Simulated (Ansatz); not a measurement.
Isolated molecules relaxed with PBE0-D4/def2-TZVP in Ansatz; ΔE leaves out vibrations. CCSD(T)/CBS adds triple-zeta CCSD(T) − MP2 to the extrapolated MP2 energy (def2 sets, frozen cores). DFT in def2-TZVPP. B3LYP here is the variant with VWN-RPA as its local correlation; programs differ in this. One conformer a species, not always the lowest.

Consider the redistribution: `S[SiH2][SiH2]CCl` + `CSB(C)C` → `CS[SiH2][SiH2]S` + `CB(C)CCl`.

```csv
level,ΔE (kJ/mol)
PBE-D4,14.2
r2SCAN-D4,14.9
PBE0,18.6
B3LYP,23.2
HF/def2-TZVPP,22.7
CCSD/def2-TZVPP,18.8
MP2/def2-QZVPP,14.0
CCSD/CBS(def2),16.2
```

Problem. What does CCSD(T)/CBS give? (Estimate.)

Solution. The calculation gave: +15.1 kJ/mol. The listed levels differ from it by -0.9, -0.2, 3.5, 8.1, 7.6, 3.7, -1.1, 1.1 kJ/mol.

Largest T1 diagnostic among the species: 0.012.

In def2-TZVPP, CCSD(T) changes the Hartree–Fock value by −4.9 kJ/mol (the triples alone add −1.0 kJ/mol) and MP2 by −7.3 kJ/mol. The D4 term adds −9.3 kJ/mol with B3LYP and −5.3 kJ/mol with PBE0; it sums over pairs of atoms, weighted by their polarisabilities, and B3LYP, whose exchange is more repulsive, gets the larger term.
